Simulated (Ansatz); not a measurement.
Reaction (formal loss of a carbene): `[CH3][GeH2][CH](F)F` → `F[C]F` + `[CH3][GeH3]`

Gas-phase electronic energies from Ansatz, PBE0-D4/def2-TZVP geometries. CCSD(T)/CBS adds triple-zeta CCSD(T) − MP2 to the extrapolated MP2 energy (def2 sets, frozen cores). This one scheme is used for every species. Functionals use def2-TZVPP. B3LYP here is the variant with VWN-RPA as its local correlation; programs differ in this. For Ge outer-core shells are correlated without core-valence functions, which leaves a few kJ/mol of doubt a bond. Scalar relativity is left out up to krypton. One conformer a species, not always the lowest.

```json
{"level": "PBE-D4", "ΔE (kcal/mol)": "58.1", "difference from CCSD(T)/CBS": "1.8"}
{"level": "r2SCAN-D4", "ΔE (kcal/mol)": "58.7", "difference from CCSD(T)/CBS": "2.4"}
{"level": "PBE0-D4", "ΔE (kcal/mol)": "60.1", "difference from CCSD(T)/CBS": "3.8"}
{"level": "B3LYP-D4", "ΔE (kcal/mol)": "56.1", "difference from CCSD(T)/CBS": "-0.2"}
{"level": "ωB97X-V", "ΔE (kcal/mol)": "56.8", "difference from CCSD(T)/CBS": "0.5"}
{"level": "ωB97M-V", "ΔE (kcal/mol)": "54.7", "difference from CCSD(T)/CBS": "-1.6"}
{"level": "B2PLYP", "ΔE (kcal/mol)": "55.0", "difference from CCSD(T)/CBS": "-1.3"}
{"level": "PBE", "ΔE (kcal/mol)": "56.5", "difference from CCSD(T)/CBS": "0.2"}
{"level": "r2SCAN", "ΔE (kcal/mol)": "58.3", "difference from CCSD(T)/CBS": "2.0"}
{"level": "PBE0", "ΔE (kcal/mol)": "58.7", "difference from CCSD(T)/CBS": "2.4"}
{"level": "B3LYP", "ΔE (kcal/mol)": "53.5", "difference from CCSD(T)/CBS": "-2.8"}
{"level": "HF/def2-TZVPP", "ΔE (kcal/mol)": "46.5", "difference from CCSD(T)/CBS": "-9.8"}
{"level": "MP2/def2-TZVPP", "ΔE (kcal/mol)": "59.5", "difference from CCSD(T)/CBS": "3.2"}
{"level": "SCS-MP2/def2-TZVPP", "ΔE (kcal/mol)": "56.7", "difference from CCSD(T)/CBS": "0.4"}
{"level": "CCSD/def2-TZVPP", "ΔE (kcal/mol)": "54.5", "difference from CCSD(T)/CBS": "-1.8"}
{"level": "CCSD(T)/def2-TZVPP", "ΔE (kcal/mol)": "54.6", "difference from CCSD(T)/CBS": "-1.7"}
{"level": "HF/def2-QZVPP", "ΔE (kcal/mol)": "46.1", "difference from CCSD(T)/CBS": "-10.2"}
{"level": "MP2/def2-QZVPP", "ΔE (kcal/mol)": "60.3", "difference from CCSD(T)/CBS": "4.0"}
{"level": "SCS-MP2/def2-QZVPP", "ΔE (kcal/mol)": "57.5", "difference from CCSD(T)/CBS": "1.2"}
{"level": "HF/CBS(def2)", "ΔE (kcal/mol)": "46.1", "difference from CCSD(T)/CBS": "-10.2"}
{"level": "MP2/CBS(def2)", "ΔE (kcal/mol)": "61.2", "difference from CCSD(T)/CBS": "4.9"}
{"level": "CCSD/CBS(def2)", "ΔE (kcal/mol)": "56.2", "difference from CCSD(T)/CBS": "-0.1"}
{"level": "CCSD(T)/CBS", "ΔE (kcal/mol)": "56.3", "difference from CCSD(T)/CBS": "0"}
```

Largest T1 diagnostic among the species: 0.017.

In def2-TZVPP, CCSD(T) changes the Hartree–Fock value by +8.1 kcal/mol (the triples alone add +0.1 kcal/mol) and MP2 by +13.0 kcal/mol. The D4 term adds +2.6 kcal/mol with B3LYP and +1.4 kcal/mol with PBE0; it sums over pairs of atoms, weighted by their polarisabilities, and B3LYP, whose exchange is more repulsive, gets the larger term.
